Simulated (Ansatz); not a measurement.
Input file for Ansatz (a first-principles code): R-PBE0/def2-TZVPPD on H4Sn (SMILES [SnH4]). Elements past Kr take the def2 small-core potentials; no spin–orbit coupling. Files ending in .json are basis or fitting sets from the Basis Set Exchange.

Ansatz 0.2 input:
```yaml
crystal:
  periodic: [false, false, false]
  atoms:
    - {symbol: Sn, position_ang: [0.14919305, 0.27148969, 0.13691022]}
    - {symbol: H, position_ang: [-1.49090734, 0.31754174, -0.32031598]}
    - {symbol: H, position_ang: [0.34529275, -0.96304735, 1.32508418]}
    - {symbol: H, position_ang: [1.13871927, -0.15042624, -1.18625680]}
    - {symbol: H, position_ang: [0.64312129, 1.75223943, 0.81846569]}
basis:
  gaussian:
    orbitals: def2-TZVPPD.json
hamiltonian:
  xc: {name: PBE0}
scf: {lower_state_search: off}
```

Program output:

```
WARN ansatz: RAYON_NUM_THREADS=1 ignored (pool sized by the plan → 1); use --threads N
Functional definition: PBE0
these checks for a lower state are left out or cut short: stability, starts, cluster_reference, orbital_swaps, neighbouring_geometries, increment
integrals: 0.03 GiB planned
724 factors; their error is unknown
mean field: 0.36 GiB planned
mean field evaluation 1: about -5895.4414 eV, gradient 1.0e1 eV
mean field evaluation 2: about -5895.6472 eV, gradient 5.4e0 eV
mean field evaluation 4: about -5895.6889 eV, gradient 4.3e-2 eV
mean field evaluation 8: about -5895.7594 eV, gradient 1.1e-2 eV
mean field -5895.75939906 eV, -216.6651616261 hartree, gradient 2.5e-6 eV, S^2 0.000000; 0 other end points of the search recorded, 0 dependent functions left out
reference -5895.75943363 eV, -216.6651628968 hartree; 13, 13 occupied and 111, 111 virtual orbitals, 724 factors
Total energy: -5895.75943363 eV, -216.6651628968 hartree
Checks for a lower state left out: stability, starts, cluster_reference, orbital_swaps, neighbouring_geometries, increment
```

Self-consistency was reached.

Cost: very roughly 0.8 core-seconds.
